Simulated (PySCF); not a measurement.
C2HBN2O2, singlet, at a GFN2-xTB geometry; PySCF with PBE/6-31G, polarisability.

The PySCF input:
```python
from pyscf import gto, scf, dft
from pyscf.prop import polarizability

mol = gto.M(
    atom='''
B    -1.06922252   -0.51726151   -0.68138986
H    -1.97971123   -0.95773182   -1.26162247
N    -0.91896835    0.87105087   -0.56583089
C    -0.48415174    1.93983586   -0.27580973
O    -0.13901018    3.01559125   -0.04217830
N    -0.12747686   -1.37729333   -0.10104353
C     0.82378072   -1.77553236    0.49224713
O     1.71565598   -2.25285180    1.04693684
''',
    basis='6-31g',
    verbose=4,
)

mf = dft.RKS(mol)
mf.xc = 'pbe'
mf.kernel()
alpha = mf.Polarizability().polarizability()[2, 2]
print('alpha_zz =', alpha)
```

Q: Predict the main parts of the log of this PySCF run.

A: 
```
site-packages/pyscf/prop/efg/rhf.py:45: UserWarning: Module EFG is under testing
  warnings.warn('Module EFG is under testing')
site-packages/pyscf/prop/efg/dhf.py:30: UserWarning: Module EFG is under testing
  warnings.warn('Module EFG is under testing')
site-packages/pyscf/prop/zfs/uhf.py:40: UserWarning: Module ZFS is under testing
  warnings.warn('Module ZFS is under testing')
site-packages/pyscf/prop/gtensor/uhf.py:43: UserWarning: Module g-tensor is under testing
  warnings.warn('Module g-tensor is under testing')
site-packages/pyscf/prop/gtensor/uks.py:41: UserWarning: Module g-tensor is under testing
  warnings.warn('Module g-tensor is under testing')
site-packages/pyscf/prop/hfc/uks.py:35: UserWarning: Module HFC is under testing
  warnings.warn('Module HFC is under testing')
site-packages/pyscf/prop/magnetizability/rhf.py:39: UserWarning: Module magnetizability is under testing
  warnings.warn('Module magnetizability is under testing')
site-packages/pyscf/prop/magnetizability/uhf.py:37: UserWarning: Module magnetizability is under testing
  warnings.warn('Module magnetizability is under testing')
site-packages/pyscf/prop/magnetizability/rks.py:37: UserWarning: Module magnetizability is under testing
  warnings.warn('Module magnetizability is under testing')
site-packages/pyscf/prop/magnetizability/uks.py:39: UserWarning: Module magnetizability is under testing
  warnings.warn('Module magnetizability is under testing')
site-packages/pyscf/prop/polarizability/uhf.py:34: UserWarning: Module polarizability is under testing
  warnings.warn('Module polarizability is under testing')
site-packages/pyscf/prop/polarizability/rks.py:29: UserWarning: Module polarizability is under testing
  warnings.warn('Module polarizability is under testing')
site-packages/pyscf/prop/polarizability/uks.py:29: UserWarning: Module polarizability is under testing
  warnings.warn('Module polarizability is under testing')
PySCF version 2.14.0

[INPUT] verbose = 4
[INPUT] num. atoms = 8
[INPUT] num. electrons = 48
[INPUT] charge = 0
[INPUT] spin (= nelec alpha-beta = 2S) = 0
[INPUT] symmetry False subgroup None
[INPUT] Mole.unit = angstrom
[INPUT] Symbol           X                Y                Z      unit          X                Y                Z       unit  Magmom
[INPUT]  1 B     -1.069222520000  -0.517261510000  -0.681389860000 AA   -2.020537729017  -0.977482588679  -1.287640219456 Bohr   0.0
[INPUT]  2 H     -1.979711230000  -0.957731820000  -1.261622470000 AA   -3.741112030426  -1.809850840581  -2.384120940897 Bohr   0.0
[INPUT]  3 N     -0.918968350000   0.871050870000  -0.565830890000 AA   -1.736598498643   1.646047584864  -1.069265414919 Bohr   0.0
[INPUT]  4 C     -0.484151740000   1.939835860000  -0.275809730000 AA   -0.914914191332   3.665758502010  -0.521204852190 Bohr   0.0
[INPUT]  5 O     -0.139010180000   3.015591250000  -0.042178300000 AA   -0.262691168726   5.698641566135  -0.079705435400 Bohr   0.0
[INPUT]  6 N     -0.127476860000  -1.377293330000  -0.101043530000 AA   -0.240896352620  -2.602707186890  -0.190944598359 Bohr   0.0
[INPUT]  7 C      0.823780720000  -1.775532360000   0.492247130000 AA    1.556719947497  -3.355269885703   0.930212261303 Bohr   0.0
[INPUT]  8 O      1.715655980000  -2.252851800000   1.046936840000 AA    3.242119926172  -4.257272901233   1.978423897318 Bohr   0.0

nuclear repulsion = 224.802907966903
number of shells = 37
number of NR pGTOs = 158
number of NR cGTOs = 65
basis = 6-31g
ecp = {}

******** <class 'pyscf.dft.rks.RKS'> ********
method = RKS
initial guess = minao
damping factor = 0
level_shift factor = 0
DIIS = <class 'pyscf.scf.diis.CDIIS'>
diis_start_cycle = 1
diis_space = 8
diis_damp = 0
SCF conv_tol = 1e-09
SCF conv_tol_grad = None
SCF max_cycles = 50
direct_scf = True
direct_scf_tol = 1e-13
XC library pyscf.dft.libxc version 7.1.2
    S. Lehtola, C. Steigemann, M. J. T. Oliveira, and M. A. L. Marques,  SoftwareX 7, 1–5 (2018)
XC functionals = pbe
    J. P. Perdew, K. Burke, and M. Ernzerhof,  Phys. Rev. Lett. 77, 3865 (1996)
    J. P. Perdew, K. Burke, and M. Ernzerhof,  Phys. Rev. Lett. 78, 1396 (1997)
    J. P. Perdew, K. Burke, and M. Ernzerhof,  Phys. Rev. Lett. 77, 3865 (1996)
    J. P. Perdew, K. Burke, and M. Ernzerhof,  Phys. Rev. Lett. 78, 1396 (1997)
radial grids:
    Treutler-Ahlrichs [JCP 102, 346 (1995); DOI:10.1063/1.469408] (M4) radial grids

becke partition: Becke, JCP 88, 2547 (1988); DOI:10.1063/1.454033
pruning grids: <function nwchem_prune>
grids dens level: 3
symmetrized grids: False
atomic radii adjust function: <function treutler_atomic_radii_adjust>
small_rho_cutoff = 0
Set gradient conv threshold to 3.16228e-05
Initial guess from minao.
tot grids = 108064
init E= -362.552965977318
  HOMO = -0.327642142659531  LUMO = -0.125371008994992  gap/eV = 5.50408
cycle= 1 E= -360.921441665685  delta_E= 1.63  |g|= 1.09  |ddm|= 3.76
  HOMO = -0.182198854964863  LUMO = -0.0565735593318304  gap/eV = 3.41844
cycle= 2 E= -359.147683480727  delta_E= 1.77  |g|= 3.15  |ddm|= 3.25
  HOMO = -0.230551077722432  LUMO = -0.0733375377667953  gap/eV = 4.27800
cycle= 3 E= -360.891322721574  delta_E= -1.74  |g|= 1.08  |ddm|= 2.78
  HOMO = -0.26073959861685  LUMO = -0.0898847062691197  gap/eV = 4.64920
cycle= 4 E= -361.159613408995  delta_E= -0.268  |g|= 0.149  |ddm|= 0.928
  HOMO = -0.272119542040407  LUMO = -0.102204510146586  gap/eV = 4.62362
cycle= 5 E= -361.164104997439  delta_E= -0.00449  |g|= 0.0407  |ddm|= 0.139
  HOMO = -0.268120417152741  LUMO = -0.100281971129901  gap/eV = 4.56712
cycle= 6 E= -361.164446921581  delta_E= -0.000342  |g|= 0.0146  |ddm|= 0.0443
  HOMO = -0.268149289342211  LUMO = -0.0991633683865809  gap/eV = 4.59834
cycle= 7 E= -361.164512412288  delta_E= -6.55e-05  |g|= 0.00224  |ddm|= 0.0179
  HOMO = -0.268241481125468  LUMO = -0.0993388022976032  gap/eV = 4.59608
cycle= 8 E= -361.164513684204  delta_E= -1.27e-06  |g|= 0.000402  |ddm|= 0.00242
  HOMO = -0.268233115532368  LUMO = -0.0993339235085322  gap/eV = 4.59598
cycle= 9 E= -361.164513734729  delta_E= -5.05e-08  |g|= 4.96e-05  |ddm|= 0.00058
  HOMO = -0.268235592952252  LUMO = -0.0993348968420322  gap/eV = 4.59602
cycle= 10 E= -361.164513735166  delta_E= -4.37e-10  |g|= 1.84e-05  |ddm|= 5.28e-05
  HOMO = -0.26823491340013  LUMO = -0.0993342722262545  gap/eV = 4.59602
Extra cycle  E= -361.164513734235  delta_E= 9.31e-10  |g|= 6.8e-05  |ddm|= 6.7e-05
converged SCF energy = -361.164513734235
Isotropic polarizability 47.7912224627
Polarizability anisotropy 37.4079727754
alpha_zz = 28.53333098653803
```
